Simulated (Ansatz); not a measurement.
A structure relaxed at PBE0-D4/def2-TZVP, charge 0, multiplicity 1:

Cartesian coordinates in Å:
```
F 0.962 2.216 0.005
C 0.336 1.038 0.066
C -0.836 0.790 0.656
Ge -0.696 -1.070 0.126
C 0.944 -0.173 -0.566
H -1.480 1.481 1.180
H -1.687 -1.586 -0.928
H -0.487 -2.112 1.236
H 1.049 -0.107 -1.650
H 1.895 -0.478 -0.125
```

Problem. Give its formula and SMILES.

Solution. C3H5FGe, `FC1=[CH][GeH2][CH2]1`.

Problem. Point group (tolerance 0.08 Å, 0.16 Å for H)?

Solution. Cs.

Problem. Summarise the bond lengths by kind.

Solution. 1 × C–F 1.336 Å; 2 × C–C 1.335 to 1.496 Å; 2 × C–Ge 1.938 to 1.993 Å; 3 × C–H 1.080 to 1.091 Å; 2 × Ge–H 1.537 Å.

Program: Ansatz 0.2.0.
